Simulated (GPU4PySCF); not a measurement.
BCzBN core (C30H17BN2), SMILES c1cc2n3-c4cccc5-n6c7c(cccc7B(c45)c4cccc(c2cc1)c43)c1ccccc61.

Coordinates come from a ωB97X-D3(BJ)/def2-SVP optimisation.

The numbers are results of PBE/def2-SVP in GPU4PySCF, not measurements.

Isolated molecule, no solvent.

Computed frontier levels, gap, dipole moment and polarisability:
| Item | Result |
|---|---|
| highest occupied level | -4.91 eV |
| lowest empty level | -2.69 eV |
| orbital gap | 2.22 eV |
| dipole moment | 0.91 D |
| quadrupole, principal values (traceless, Buckingham form, about the centre of nuclear charge) | -32.33, 14.96, 17.37 D·Å |
| mean static polarisability | 410.0 bohr³ (60.75 Å³) |
| polarisability, principal values | 138.7, 449.4, 641.8 bohr³ |
